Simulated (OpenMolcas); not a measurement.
Ta3+ with 4 ligands (chloride) in tetrahedral coordination (Td). A charge of +0.25 e stands 3.2 Å behind each ligand. Ligand basis ANO-RCC-VDZP.

```json
{"Program": "OpenMolcas", "Method": "SS-CASPT2, IPEA 0.25 Eh, imaginary shift 0.1 Eh (the 47 lowest orbitals frozen, all others correlated)", "Basis": "ANO-RCC-VTZP [8s7p5d3f2g1h]", "Scalar Hamiltonian": "DKH2, point nucleus", "Active space": "2 electrons in 5 orbitals (5d)", "State averaging": "2S+1 = 3 even, 10 roots; 2S+1 = 1 even, 15 roots", "Spin-orbit coupling": "state interaction with AMFI integrals over the reference wave functions"}
```

All ligands move together. At R = 2.35 Å the first state of the same spin is 7450 cm-1, and at R = 2.48 Å it is 6450 cm-1.

Problem. A third run gives 7940 cm-1. What distance was it run at?

Solution. With a power law R^-n the two known points give n = -ln(6450 / 7450) / ln(2.48 / 2.35) = 2.68. Then R = 2.35 × (7450 / 7940)^(1/2.68) = 2.295 Å. The run was at 2.29 Å, so the estimate is off by +0.005 Å.

Roots that are degenerate in the reference are averaged as groups; the widest CASPT2 spread within a group is 420 cm-1 (the 3-fold group of multiplicity 1 near 15000 cm-1 above the lowest state of its run, R = 2.35). Shifts and gaps below about the spread of the groups concerned are not significant. Over all roots computed the reference weight is 0.72 to 0.74 in R = 2.29, 0.72 to 0.74 in R = 2.35, 0.72 to 0.74 in R = 2.48; a low but even weight reflects the number of correlated electrons. Ligand-to-metal charge-transfer states are missing. These CASPT2 states fit no ligand-field parameters well, so their order and spin gaps are uncertain. With no ligand orbital active B as a rule stays too high, so bands that hang on it stand too high and its fall with covalency is understated. With one d shell and no ligand orbital active, 10Dq can be off by a tenth or more. The least metal-like active orbital is 69 % on the metal (Löwdin) and no ligand orbital is active, so the numbers are rough (holds for R = 2.29). The least metal-like active orbital is 73 % on the metal (Löwdin) and no ligand orbital is active, so the numbers are rough (holds for R = 2.35). The least metal-like active orbital is 79 % on the metal (Löwdin) and no ligand orbital is active, so the numbers are rough (holds for R = 2.48). No measured value stands beside these numbers; the geometry is a model, was not optimised and need not be the one that this ion takes.
